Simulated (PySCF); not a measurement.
## Arsenic: a sound run and one with changed settings

Sound run: As⁺ [Ar] 3d10 4s2 4p2, As²⁺ [Ar] 3d10 4s2 4p1. All numbers are calculated (PySCF 2.14, scalar relativity by spin-free X2C-1e, in Sapporo-DKH3-DZP-2012). In the sound run the correlated levels freeze [Ar] 3d10. The sound run starts from symmetry-adapted Hartree-Fock orbitals and uses a fine grid where one is needed.

Changed run: basis STO-3G, all-electron and non-relativistic. This setting is unsound on purpose.

| species | method | sound run (hartree) | changed run (hartree) | converged |
| --- | --- | --- | --- | --- |
| As⁺ | UHF | -2258.61865 | -2209.00633 | yes |
| As⁺ | BP86 | -2260.61380 | -2210.37557 | yes |
| As⁺ | MN15 | -2261.79487 | -2207.85389 | yes |
| As⁺ | MP2 | -2258.66146 | -2209.01391 | yes |
| As⁺ | CCSD(T) | -2258.67841 | -2209.01980 | yes |
| As²⁺ | UHF | -2257.95670 | -2208.37732 | yes |
| As²⁺ | BP86 | -2259.92854 | -2209.72205 | yes |
| As²⁺ | MN15 | -2261.10969 | -2207.21744 | yes |
| As²⁺ | MP2 | -2257.98911 | -2208.39291 | yes |
| As²⁺ | CCSD(T) | -2258.00423 | -2208.40405 | yes |

Ionisation energy of As⁺:

```csv
method,sound run (eV),changed run (eV)
UHF,18.013,17.116
BP86,18.647,17.783
MN15,18.645,17.319
MP2,18.296,16.898
SCS-MP2,18.233,16.855
CCSD,18.337,16.755
CCSD(T),18.345,16.755
```

A minimal basis cannot let orbitals breathe on ionisation and holds almost no correlation. The Hamiltonian changed with the basis, so the totals do not compare.

For comparison, NIST gives 18.589 eV between the lowest levels.
